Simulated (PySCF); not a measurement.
Atoms are numbered as in `[CH2:1]=[CH:2]/[CH:3]=[C:4](/[F:5])[C:6](=[CH2:7])[CH3:8]`; H(Xn) means a hydrogen on atom n. Ha(C1) is cis to C3; Ha(C7) is cis to C4; Hb(C1) is trans to C3; Hb(C7) is trans to C4.

Geometry: GFN2-xTB; GIAO shifts from PySCF, gas phase, non-relativistic, averaged over equivalent atoms.

At PBE0/def2-SVP (157 basis functions, roughly 40 core-seconds):
```csv
atoms,δ (ppm)
C4,159.6
C6,135.2
C2,129.7
C7,119.9
C1,119.1
C3,114.4
C8,22.5
F5,-87.5
H(C2),6.94
H(C3),6.09
Ha(C7),5.72
Ha(C1),5.31
Hb(C7),5.23
Hb(C1),5.16
H(C8),2.06
```

Chemical shifts δ = σref − σ; TMS for ¹³C (σ = 196.16 ppm), ¹H (σ = 31.81 ppm); ¹⁹F (σ = 208.86 ppm) against CFCl3, all at this level.

Predict the values at OLYP/pcSseg-1 on the same geometry.

Results:


| atoms | δ at OLYP/pcSseg-1 | change |
| --- | --- | --- |
| C4 | 161.1 | +1.5 |
| C6 | 136.9 | +1.7 |
| C2 | 131.8 | +2.1 |
| C7 | 117.5 | -2.4 |
| C1 | 117.9 | -1.2 |
| C3 | 115.3 | +0.9 |
| C8 | 24.7 | +2.2 |
| F5 | -110.8 | -23.3 |
| H(C2) | 6.97 | +0.03 |
| H(C3) | 6.12 | +0.03 |
| Ha(C7) | 5.75 | +0.03 |
| Ha(C1) | 5.38 | +0.07 |
| Hb(C7) | 5.28 | +0.05 |
| Hb(C1) | 5.26 | +0.10 |
| H(C8) | 2.20 | +0.14 |

Scale: ¹³C (σref 183.31) and ¹H (σref 31.74) vs TMS; ¹⁹F (σref 147.91) vs CFCl3 (reference shieldings calculated alike).

The largest change is at F5 (vinylic fluorine). Cost: 181 basis functions, roughly 110 core-seconds. The order of the carbon signals changes between the two levels.

Unscaled 19F shifts against computed CFCl3 carry errors that often reach 10 to 50 ppm.
